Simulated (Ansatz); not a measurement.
A structure relaxed at PBE-D4/def2-SVPD in Ansatz, charge -1, doublet:

```xyz
7

Si   -0.1568   -0.0294   -0.0820
Si   -0.2694    2.2079   -0.5982
Si   -1.3005   -4.0011    0.0993
Si    1.6561    1.4500    0.6345
Si    1.7815   -0.8386    1.1724
Si   -1.6896    3.4743   -1.6738
Si   -0.0212   -2.2630    0.4477
```

Q: Give its formula.

A: the cluster Si₇⁻.

Q: Summarise the bond lengths by kind (pairs closer than 1.2 times the sum of covalent radii, bridged metal pairs left out).

A: 9 × Si–Si 2.19 to 2.45 Å.

The charge -1 doublet is spin-contaminated (final ⟨S²⟩ up to 0.85, 0.75 for a pure state). The relaxation made no stability test and no search for a lower SCF solution. Another isomer (doublet) lies 2.65 eV lower at PBE0-D4/def2-TZVPD; other spin states weren't run for this one.
